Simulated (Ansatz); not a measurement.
Reaction (ligand exchange at a B–O bond): `BOCO[SiH3]` + `OBF` → `BOBF` + `OCO[SiH3]`

Program: Ansatz. Geometries: PBE0-D4/def2-TZVP. ΔE: electronic, gas phase. CCSD(T)/CBS adds triple-zeta CCSD(T) − MP2 to the extrapolated MP2 energy (def2 sets, frozen cores). This one scheme is used for every species. DFT in def2-TZVPP. B3LYP here is the variant with VWN-RPA as its local correlation; programs differ in this. HSE06 is defined as in plane-wave codes. Each species was taken in one conformer, which may not be the lowest.

`BOCO[SiH3]`:

```xyz
12

B     1.686    1.514    0.169
O     1.029    0.360    0.386
C    -0.292    0.340    0.883
O    -1.177   -0.031   -0.111
Si   -1.082   -1.469   -0.930
H     1.162    2.561    0.442
H     2.788    1.433   -0.285
H    -0.305   -0.380    1.709
H    -0.574    1.336    1.237
H    -0.765   -2.563    0.027
H    -0.049   -1.432   -1.994
H    -2.419   -1.668   -1.533
```

`OBF`:

Cartesian coordinates in Å:
```
O 0.965 0.121 0.251
B -0.373 0.125 0.122
F -0.958 -0.586 -0.841
H 1.411 -0.428 -0.403
H -1.044 0.767 0.870
```

`BOBF`:

Cartesian coordinates in Å:
```
B 0.207 -0.427 1.137
O -0.516 0.342 0.274
B -0.267 0.456 -1.061
F -1.059 1.243 -1.758
H 1.138 -1.064 0.731
H -0.129 -0.429 2.283
H 0.625 -0.121 -1.606
```

`OCO[SiH3]`:

```xyz
10

O     0.738   -0.010    2.187
C     0.110    0.416    1.033
O     0.277   -0.534    0.012
Si   -0.434   -0.436   -1.469
H     1.678   -0.103    2.002
H     0.507    1.384    0.689
H    -0.950    0.528    1.288
H    -0.006   -1.639   -2.217
H    -1.917   -0.401   -1.340
H    -0.002    0.796   -2.185
```

| level | ΔE (kcal/mol) | difference from CCSD(T)/CBS |
| --- | --- | --- |
| revPBE-D4 | 9.3 | 1.3 |
| B3LYP-D4 | 8.6 | 0.6 |
| r2SCANh-D4 | 8.2 | 0.2 |
| r2SCAN0-D4 | 7.8 | -0.2 |
| HSE06-D4 | 8.3 | 0.3 |
| PBE0 | 7.8 | -0.2 |
| LC-ωPBE | 8.1 | 0.1 |
| CCSD/def2-SVP | 9.6 | 1.6 |
| MP2/def2-QZVPP | 8.2 | 0.2 |
| HF/CBS(def2) | 5.0 | -3.0 |
| CCSD(T)/CBS | 8.0 | 0 |

Largest T1 diagnostic among the species: 0.013.

Leaving LDA and LC-ωPBE aside and taking each functional with its dispersion term where it has one, the values, not all of them listed here, spread over 1.8 kcal/mol, from BHLYP-D4 to BLYP-D4. LDA lies +1.4 kcal/mol from PBE without D4. From BLYP to BHLYP (50 % exact exchange), in def2-TZVPP and without D4, ΔE moves by −1.4 kcal/mol. At CCSD(T), def2-SVP lies +2.1 kcal/mol from the extrapolated value and def2-TZVPP +0.4 kcal/mol.
